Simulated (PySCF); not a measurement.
PySCF input file for ClSi, SMILES [Si]Cl (connectivity only; charge and spin as stated), charge +1, multiplicity 1, PBE/pcSseg-2. The structure is a stationary point at PBE-D3(BJ)/def2-TZVPD.

```python
import numpy as np
from pyscf import gto, scf, dft
from pyscf.prop.nmr import rks as nmr

mol = gto.M(
    atom='''
    Si    0.00000000    0.00000000   -1.08295478
    Cl    0.00000000    0.00000000    0.89184511
    ''',
    basis='pcSseg-2',
    charge=1,
    spin=0,
    max_memory=1600,
    verbose=3,
)
mf = dft.RKS(mol, xc='pbe')
mf.grids.level = 3
mf.conv_tol = 1e-10
mf.max_cycle = 100
mf.kernel()
n = nmr.NMR(mf)
n.verbose = 2
n.max_cycle_cphf = 60
sigma = n.kernel()
print('atom   isotropic/ppm   span/ppm')
for i, s in enumerate(sigma):
    w = np.linalg.eigvalsh((s + s.T) / 2)
    print(f'{mol.atom_symbol(i):2s}{i + 1:3d} {w.mean():14.3f} {w[2] - w[0]:11.3f}')
```

Output:

```
converged SCF energy = -749.095912803273
atom   isotropic/ppm   span/ppm
Si  1        150.358    1087.034
Cl  2        132.103    1525.430
```

Self-consistency was reached.
